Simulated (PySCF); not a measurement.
BeF2. Atoms are numbered in the order given.

```xyz
3

Be     0.0000     0.0000     0.0000
F      0.0000     0.0000    -1.3818
F      0.0000     0.0000     1.3818
```

The structure is a stationary point at r2SCAN-D4/def2-TZVP. The isomer is the one that the SMILES or the coordinates give; other isomers of the formula were not compared.

All values below come from TDDFT-PBE/def2-TZVPD run with PySCF.

Vertical excitations; the highest root listed may be one member of a degenerate set.  State labels are in the subgroup D2h.

```
state  symmetry  energy (eV)  λ (nm)      f                                   main pairs
-----  --------  -----------  ------  -----  -------------------------------------------
S1          B3g         8.37     148  0.000                   HOMO→LUMO (degenerate set)
S2          B2g         8.37     148  0.000                 HOMO−1→LUMO (degenerate set)
S3          B3u         9.07     137  0.099                 HOMO−2→LUMO (degenerate set)
S4          B2u         9.07     137  0.099                 HOMO−3→LUMO (degenerate set)
S5           Au         9.79     127  0.000         HOMO−1→LUMO+1 50 %, HOMO→LUMO+2 50 %
S6           Au         9.84     126  0.000  HOMO→LUMO+2, HOMO−1→LUMO+1 (degenerate set)
S7          B1u         9.84     126  0.000  HOMO→LUMO+1, HOMO−1→LUMO+2 (degenerate set)
S8           Ag         9.87     126  0.000                             HOMO−4→LUMO 97 %
S9          B1u        10.05     123  0.018                             HOMO−5→LUMO 77 %
S10         B1g        10.39     119  0.000       HOMO−2→LUMO+1 50 %, HOMO−3→LUMO+2 50 %
T1          B2g         8.18     151      0                 HOMO−1→LUMO (degenerate set)
T2          B3g         8.18     151      0                   HOMO→LUMO (degenerate set)
T3          B3u         8.71     142      0                 HOMO−2→LUMO (degenerate set)
T4          B2u         8.71     142      0                 HOMO−3→LUMO (degenerate set)
```
Triplets are in the Tamm–Dancoff approximation, which puts them higher than full response would, so one can lie above its singlet here.
